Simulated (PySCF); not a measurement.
**How methods differ on the excitation energy of Be**

Be [He] 2s2 (1S) → Be [He] 2s1 3d1 (3D), as a difference of total energies. Calculation: PySCF 2.14, in dyall-acv3z (15s9p4d2f, 76 functions); scalar relativity by spin-free X2C-1e. Correlated levels: valence and next inner shell: nothing frozen; virtual orbitals above 40 to 60 times the deepest correlated orbital energy dropped. The calculations carry no spin-orbit coupling.

```csv
method,excitation energy (cm⁻¹)
UHF,62056
MP2 (valence and next inner shell),67914
SCS-MP2 (valence and next inner shell),69700
CCSD (valence and next inner shell),70402
CCSD(T) (valence and next inner shell),70476
```

The promoted electron is Rydberg-like, and one or two diffuse shells describe it only roughly, which tends to raise the upper state.
